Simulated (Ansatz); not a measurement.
Computed with Ansatz on PBE0-D4/def2-TZVP structures; ΔE is electronic, products minus reactants. CCSD(T)/CBS adds triple-zeta CCSD(T) − MP2 to the extrapolated MP2 energy (def2 sets, frozen cores). This one scheme is used for every species. For Ge outer-core shells are correlated without core-valence functions, which leaves a few kJ/mol of doubt a bond. Scalar relativity is left out up to krypton.

Reaction (ligand exchange at a Ge–F bond): `[F][GeH]` + H₂S → `[SH][GeH]` + H–F

`[F][GeH]`:

```xyz
3

F     0.926    0.934    0.142
Ge   -0.016   -0.477    0.598
H    -0.911   -0.457   -0.740
```

H₂S:

Cartesian coordinates in Å:
```
S -0.363 0.401 0.302
H -0.044 -0.888 0.491
H 0.407 0.487 -0.793
```

`[SH][GeH]`:

Cartesian coordinates in Å:
```
S -0.318 -1.235 0.259
Ge 1.212 0.135 -0.598
H -1.250 -0.346 0.634
H 0.356 1.446 -0.296
```

H–F:

Z-matrix (Å, degrees):
```
F
H 1 0.920
```

```
    species  MP2/def2-SVP energy (Eh)
 `[F][GeH]`               -2175.43914
        H₂S                -398.70951
`[SH][GeH]`               -2474.01586
        H–F                -100.13197
```

Task: Work out ΔE.

Result: ΔE = (-2474.01586) + (-100.13197) − (-2175.43914) − (-398.70951) = 0.00082 Eh = +2.2 kJ/mol. CCSD(T)/CBS gives -11.4 kJ/mol.

Largest T1 diagnostic among the species: 0.015.

In def2-TZVPP, CCSD(T) changes the Hartree–Fock value by −18.5 kJ/mol (the triples alone add −3.7 kJ/mol) and MP2 by −23.4 kJ/mol. Leaving LDA and LC-ωPBE aside and taking each functional with its dispersion term where it has one, the values, not all of them listed here, spread over 22.8 kJ/mol, from HSE06-D4 to CAM-B3LYP-D4. LDA lies −7.9 kJ/mol from PBE without D4.
